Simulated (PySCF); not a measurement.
## Working out the ionisation energy of F²⁺

F²⁺ [He] 2s2 2p3 (4S) → F³⁺ [He] 2s2 2p2 (3P). Computed with PySCF 2.14 in aug-cc-pCVTZ-DK with one added diffuse shell each of s, p, d, f type (8s7p5d3f, 75 functions), with the spin-free X2C one-electron Hamiltonian (Gaussian nucleus). Frozen: nothing. Energies in hartree (1 hartree = 27.21139 eV):

| part | F²⁺ (lower) | F³⁺ (upper) |
| --- | --- | --- |
| UHF | -97.692291 | -95.405533 |
| CCSD correlation | -0.172500 | -0.156736 |
| (T) | -0.001440 | -0.001471 |

Q: What does Hartree-Fock give?

A: (-95.405533) − (-97.692291) = 2.286758 hartree = 62.226 eV.

Q: What do CCSD and CCSD(T) give?

A: The CCSD correlation energies differ by 0.015764 hartree = 0.429 eV and the triples by -0.000031 hartree = -0.001 eV, so CCSD gives 62.655 eV and CCSD(T) 62.654 eV.

A first-order spin-orbit estimate adds -0.053 eV to CCSD(T) (valence and next inner shell), giving 62.601 eV against 62.708 eV (semi-empirical (NIST evaluation); NIST Atomic Spectra Database, ionization energies).

What remains against the reference includes basis incompleteness and higher excitations.
